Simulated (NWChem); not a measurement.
Species: Rb, doublet

Program: NWChem. Spin-unrestricted. Medium grid unless said otherwise, to which SCAN and Minnesota functionals are sensitive. No stability test was run on the SCF state. def2 effective core potentials on Rb; no spin-orbit coupling. B3LYP is NWChem's, with the RPA form of VWN correlation. Total energies of different functionals are on different scales.

```csv
level,energy (Ha),highest occupied level (eV),"lowest empty minus highest occupied level, either spin (eV)",<S²>
B3LYP/def2-SVP,-24.0982,(withheld),(withheld),0.750
PBE/def2-SVP,-24.0818,-2.44,0.88,0.750
B97-D/def2-SVP,-24.1269,-2.14,1.45,0.750
HCTH/407/def2-SVP,-24.1966,-2.34,1.49,0.751
PBE0/def2-SVP,-24.0815,-2.87,1.80,0.750
M05-2X/def2-SVP,-24.0378,-3.36,3.41,0.750
BP86/def2-SVP,-24.1218,-2.57,0.53,0.750
TPSSh/def2-SVP,-24.0809,-2.52,1.02,0.750
TPSS/def2-SVP,-24.0809,-2.35,0.65,0.750
KT2/def2-SVP,-24.1086,-2.55,1.12,0.750
```

Task: What belongs in the gaps?

Result: 
- B3LYP/def2-SVP, highest occupied level (eV): -2.80
- B3LYP/def2-SVP, lowest empty minus highest occupied level, either spin (eV): 1.19
